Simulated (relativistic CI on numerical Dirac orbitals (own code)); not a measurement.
## Slater and spin-orbit integrals, Re21+

Computed by Dirac-Coulomb-Breit CI, separate exchange-only KLI orbitals for each configuration, model QED (radiative potential, 1s self-energy scaled to tabulated hydrogen-like ionisation energies), unscaled Slater integrals (own radial code, finite nucleus).

Slater integrals F^k, G^k are unscaled and averaged over j, outside the closed core [Ar] 3d10 4p6 4d10; ζ comes from projecting the Hamiltonian with its Breit term on Σ l·s of the shell.

- 4s²4f⁸: F^2(4f,4f) = 215220, F^4(4f,4f) = 138980, F^6(4f,4f) = 101200, ζ(4f) = 7071.1 cm⁻¹; <r>(4f) = 0.4766, <r^2>(4f) = 0.2642 (bohr units).
- 4s²4f⁷5s: F^2(4f,4f) = 217930, F^4(4f,4f) = 140840, F^6(4f,4f) = 102590, ζ(4f) = 7276.3, G^3(4f,5s) = 34259 cm⁻¹; <r>(4f) = 0.4716, <r^2>(4f) = 0.2586, <r>(5s) = 0.8408, <r^2>(5s) = 0.787 (bohr units).
- 4s²4f⁶5s²: F^2(4f,4f) = 220890, F^4(4f,4f) = 142880, F^6(4f,4f) = 104120, ζ(4f) = 7484 cm⁻¹; <r>(4f) = 0.4664, <r^2>(4f) = 0.2525 (bohr units).

Averages of the first 5 configurations, taken without configuration mixing, which lowers the lowest level and can move excited configurations by several eV; other configurations of the list can lie among them:

```
Configuration  Parity  States  Average energy above the lowest level (eV)
       4s²4f⁸    even    3003                                        20.2
     4s²4f⁷5s     odd    6864                                        71.5
    4s²4f⁶5s²    even    3003                                       131.5
     4s²4f⁷6s     odd    6864                                       291.5
         4f¹⁰    even    1001                                      1225.2
```
